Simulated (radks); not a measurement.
All-electron atom: neutral niobium in [Kr] 4d4 4f1 (not the ground configuration).

All-electron calculation, scalar-relativistic Kohn-Sham, LDA (Slater exchange, Perdew-Wang correlation), spin-polarised, spherical densities, finite nucleus; open shells are filled with parallel spins first (spin-orbit coupling, left out, can overturn this in heavy ions); Fermi nuclear charge, rms radius 4.324 fm. Program: a radial shooting solver on a logarithmic mesh with Libxc functionals.

Energy parts (eV):
total: -103821.238
kinetic: 106862.869
electron-nucleus: -250062.563
Hartree: 42495.331
exchange-correlation: -3116.874

Orbitals (lengths in bohr, moments of r in powers of bohr; <r^-3> diverges for s and p1/2; r(max) is where P^2 peaks; r(90%) holds 90 % of the orbital's charge):
| orbital | occ. | eigenvalue (eV) | <r^-3> | r(90%) | r(max) |
|---|---|---|---|---|---|
| 1s up | 1 | -18785.61 | - | 0.0647 | 0.02352 |
| 1s down | 1 | -18785.61 | - | 0.0647 | 0.02352 |
| 2s up | 1 | -2632.088 | - | 0.244 | 0.1334 |
| 2s down | 1 | -2631.760 | - | 0.244 | 0.1334 |
| 2p up | 3 | -2352.560 | 2343 | 0.225 | 0.1065 |
| 2p down | 3 | -2352.308 | 2344 | 0.225 | 0.1065 |
| 3s up | 1 | -442.2267 | - | 0.657 | 0.3961 |
| 3s down | 1 | -441.9913 | - | 0.657 | 0.3961 |
| 3p up | 3 | -350.8745 | 383.8 | 0.676 | 0.3895 |
| 3p down | 3 | -350.6181 | 383.8 | 0.676 | 0.3896 |
| 3d up | 5 | -201.0306 | 50.51 | 0.696 | 0.3338 |
| 3d down | 5 | -200.6808 | 50.52 | 0.695 | 0.3339 |
| 4s up | 1 | -63.7216 | - | 1.70 | 1.032 |
| 4s down | 1 | -61.8421 | - | 1.69 | 1.027 |
| 4p up | 3 | -39.9969 | 52.29 | 1.95 | 1.125 |
| 4p down | 3 | -37.9088 | 53.42 | 1.94 | 1.118 |
| 4d up | 4 | -8.5078 | 3.034 | 3.30 | 1.506 |
| 4d down | 0 | -6.2388 | 2.963 | 3.51 | 1.493 |
| 4f up | 1 | -0.4627 | 0.0004307 | 23.5 | 15.78 |
| 4f down | 0 | -0.3344 | 0.0003481 | 25.2 | 16.74 |

The highest occupied level is 4f up at -0.463 eV. The configuration is held as typed, so some empty levels lie below it. Spin moment in Bohr magnetons: 5. The electron density at the nucleus is 8.368e+04 e/bohr^3 (large components only). Summed over all electrons, <r^2> = 349.6 bohr^2, which gives a Langevin (diamagnetic) susceptibility term of -277 x 10^-6 cm^3/mol. The spin density at the nucleus is -2.343 e/bohr^3 (1s -0.039, 2s -0.466, 3s 0.097, 4s -1.935). The density falls to 0.001 e/bohr^3 at r = 4.05 bohr.
